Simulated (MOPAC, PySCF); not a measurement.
F₄Ge, SMILES `[F][Ge]([F])([F])[F]`, neutral singlet in the gas phase. 

Cartesian coordinates (Å):
SMILES: [F][Ge]([F])([F])[F]
```xyz
5

F      1.3648    -1.0029    -0.0170
Ge     0.0000     0.0000     0.0000
F      0.4797     1.6100    -0.2152
F     -1.0466    -0.4496    -1.2535
F     -0.7979    -0.1575     1.4857
```
Charge 0, spin multiplicity 1.

All levels are single points at this geometry (r2SCAN-D4/def2-TZVP); Pople sets use spherical d functions. Orbital energies aren't observables, and empty levels follow the basis.

PM3 in MOPAC gives dipole (D) = 0.00.

Question: Estimate the dipole (D) from each of these levels: PBE-D3(BJ)/def2-TZVP in PySCF; r2SCAN-D4/def2-TZVP in PySCF; B3LYP/3-21G in PySCF; B3LYP/6-31G* in PySCF; PBE/6-31G* in PySCF.

Answer: 
| level | dipole (D) |
|---|---|
| PBE-D3(BJ)/def2-TZVP in PySCF | 0.00 |
| r2SCAN-D4/def2-TZVP in PySCF | 0.00 |
| B3LYP/3-21G in PySCF | 0.00 |
| B3LYP/6-31G* in PySCF | 0.00 |
| PBE/6-31G* in PySCF | 0.00 |
